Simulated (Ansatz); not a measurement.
Reactions of `C[O][Al]([NH2])[NH2]`.

Gas-phase electronic energies from Ansatz, PBE0-D4/def2-TZVP geometries. CBS: MP2 limit from def2 TZ/QZ plus the TZ coupled-cluster correction, frozen cores. This one scheme is used for every species. Each species was taken in one conformer, which may not be the lowest.

| reaction | HF/CBS(def2) (kcal/mol) |
| --- | --- |
| `C[O][Al]([NH2])[NH2]` + `CC` → `C[CH2][Al]([NH2])[NH2]` + CH₃OH | 38.9 |
| `C[O][Al]([NH2])[NH2]` + `C[SiH](C)O[SiH3]` → `[NH2][Al]([NH2])[O][SiH3]` + `CO[SiH](C)C` | -3.5 |
| `C[O][Al]([NH2])[NH2]` + H–F → `[NH2][Al]([NH2])[F]` + CH₃OH | -16.3 |
| `C[O][Al]([NH2])[NH2]` + H₂S → `[NH2][Al]([NH2])[SH]` + CH₃OH | 6.0 |
| `C[O][Al]([NH2])[NH2]` + `OB(S)Cl` → `COB(S)Cl` + `[NH2][Al]([NH2])[OH]` | -1.1 |
| `C[O][Al]([NH2])[NH2]` + `CO[Si](F)(F)S` → `CO[Si](F)(F)SC` + `[NH2][Al]([NH2])[OH]` | -8.2 |

Question: Give the CCSD(T)/CBS values in the same order. (Estimate.)

Answer: Computed: 33.8, -3.5, -14.1, 3.8, -2.9, -12.6 kcal/mol.

Largest T1 diagnostic: 0.012, for `COB(S)Cl`.
